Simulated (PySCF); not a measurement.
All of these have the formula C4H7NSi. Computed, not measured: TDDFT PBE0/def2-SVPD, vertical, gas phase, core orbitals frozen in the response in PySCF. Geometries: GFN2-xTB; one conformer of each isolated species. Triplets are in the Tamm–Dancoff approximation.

A. `N#CC1([SiH3])CC1`
B. `C=CC[SiH2]C#N`
C. `C#C[Si@@H](C)N=C`

Lowest singlet levels (six at most, fewer where fewer were computed) with oscillator strengths:

1. 198 nm (f 0.089); 191 nm (f 0.011); 184 nm (f 0.225); 172 nm (f 0.079); 171 nm (f 0.005); 166 nm (f 0.068); T1 4.28 eV
2. 175 nm (f 0.002); 167 nm (f 0.032); 164 nm (f 0.009); 161 nm (f 0.001); 160 nm (f 0.006); 151 nm (f 0.027); T1 6.11 eV
3. 310 nm (f 0.000); 210 nm (f 0.006); 207 nm (f 0.031); 201 nm (f 0.011); 200 nm (f 0.012); 193 nm (f 0.005); T1 3.36 eV

Question: Which spectrum belongs to which structure?

Answer: 1 = B, 2 = A, 3 = C.
- A: S1 at 7.09 eV, HOMO→LUMO (54%), HOMO→LUMO+1 (26%); Löwdin shares by element: HOMO carbon 48% or more, nitrogen 30% (atoms not listed hold the other 22%); LUMO silicon 33%, hydrogen 18% or more, carbon 8% or more (atoms not listed hold the other 41%); HOMO -8.57 and LUMO 0.04 eV; point group Cs.
- B: S1 at 6.26 eV, HOMO→LUMO (75%), HOMO→LUMO+1 (14%), HOMO→LUMO+2 (8%); Löwdin shares by element: HOMO carbon 78% or more, silicon 6% (atoms not listed hold the other 16%); LUMO carbon 31% or more, silicon 19%, nitrogen 17% (atoms not listed hold the other 33%); HOMO -7.72 and LUMO -0.60 eV.
- C: S1 at 3.99 eV, HOMO→LUMO (97%); Löwdin shares by element: HOMO nitrogen 57%, carbon 16% or more, silicon 9%, hydrogen 7% or more; LUMO carbon 39% or more, nitrogen 31%, hydrogen 12% or more (atoms not listed hold the other 18%); HOMO -7.01 and LUMO -0.96 eV.
